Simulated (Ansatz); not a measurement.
`[SiH3][AlH][Cl]` + `O[SiH](F)[SiH3]` → `F[SiH]([SiH3])O[SiH3]` + `[AlH2][Cl]` at 400 K and 1 bar (cleavage of the Si–Al bond).

Calculated with Ansatz (gas phase, PBE0-D4/def2-TZVP geometries, no zero-point term in ΔE). CCSD(T)/CBS adds triple-zeta CCSD(T) − MP2 to the extrapolated MP2 energy (def2 sets, frozen cores). This one scheme is used for every species. One conformer a species, not always the lowest.

```json
{"species": "`[SiH3][AlH][Cl]`", "CCSD(T)/CBS energy (Eh)": "-993.32756", "H − E (kJ/mol)": "113.7", "S (J/(mol·K))": "366.3"}
{"species": "`O[SiH](F)[SiH3]`", "CCSD(T)/CBS energy (Eh)": "-756.23815", "H − E (kJ/mol)": "165.6", "S (J/(mol·K))": "373.8"}
{"species": "`F[SiH]([SiH3])O[SiH3]`", "CCSD(T)/CBS energy (Eh)": "-1046.55730", "H − E (kJ/mol)": "217.6", "S (J/(mol·K))": "454.9"}
{"species": "`[AlH2][Cl]`", "CCSD(T)/CBS energy (Eh)": "-703.04476", "H − E (kJ/mol)": "55.2", "S (J/(mol·K))": "269.1"}
```

H − E and S are ideal-gas, rigid-rotor, harmonic terms from PBE0-D4/def2-TZVP, for one conformer and one mirror image of each species. 1 Eh = 2625.50 kJ/mol, R = 8.31446 J/(mol·K).

**Question.** By hand: ΔE, ΔH, ΔS and ΔG.

**Answer.** ΔE = (-1046.55730) + (-703.04476) − (-993.32756) − (-756.23815) = -0.03635 Eh = -95.4 kJ/mol. Δ(H − E) = 217.6 + 55.2 − 113.7 − 165.6 = -6.5, so ΔH = -101.9 kJ/mol. ΔS = 454.9 + 269.1 − 366.3 − 373.8 = -16.1 J/(mol·K). ΔG = -101.9 − 400 × (-16.1)/1000 = -95.5 kJ/mol.

**Question.** By hand: the equilibrium constant, and the temperature at which ΔG would vanish if ΔH and ΔS stayed fixed.

**Answer.** log₁₀ K = −ΔG/(RT ln 10) = 12.5. ΔG = 0 at ΔH/ΔS = 6329 K, far beyond where these terms or the molecules hold.

ΔH outweighs TΔS. A doubt of 5 kJ/mol in ΔE shifts log₁₀ K by 0.7 here. Other conformers and mirror images would add mixing entropy, several J/(mol·K) or more a flexible species. Modes under 60 cm⁻¹, often nearly free rotors, make the harmonic entropy too high. These are equilibria of isolated gas molecules and say nothing of rates. Largest T1 diagnostic: 0.013 (customary marks: 0.02 for closed shells, 0.045 for open ones).
